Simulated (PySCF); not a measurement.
Ge(F)2(Cl)(Me) (CH3ClF2Ge), SMILES [CH3][Ge]([F])([F])[Cl]. Atoms are numbered in the order given.

```xyz
8

C     -1.5896    -1.2690     0.0000
Ge     0.0331    -0.2542     0.0000
F      1.0196    -0.6349     1.3612
F      1.0196    -0.6349    -1.3612
Cl    -0.2462     1.8566     0.0000
H     -2.1731    -1.0221     0.8971
H     -2.1731    -1.0221    -0.8971
H     -1.3445    -2.3400     0.0000
```

Geometry optimised at PBE0-D3(BJ)/def2-SVP. The structure was generated by enumeration, and PubChem lists no compound with its InChIKey, so it may never have been made.

Computed with PBE/pcSseg-1 in PySCF.

GIAO shieldings, no solvent; atoms alike by connectivity are averaged. δ = σ(ref) − σ: ¹³C against TMS (σ = 182.0 ppm); ⁷³Ge against GeH4 (σ = 1614.4 ppm); ¹⁹F against CFCl3 (σ = 133.6 ppm); ³⁵Cl against HCl (σ = 936.5 ppm); ¹H against TMS (σ = 31.49 ppm), references at their B3LYP-D3(BJ)/def2-TZVP geometries, non-relativistic (without spin–orbit terms, shifts of atoms bonded to Cl or Br come out too high).

Computed chemical shifts:
| nucleus | atoms | count | δ (ppm) |
|---|---|---|---|
| ¹³C | C1 | 1 | 7.9 |
| ⁷³Ge | Ge2 | 1 | 435.4 |
| ¹⁹F | F3, F4 | 2 | -138.1 |
| ³⁵Cl | Cl5 | 1 | 115.2 |
| ¹H | H6, H7, H8 | 3 | 1.36 |
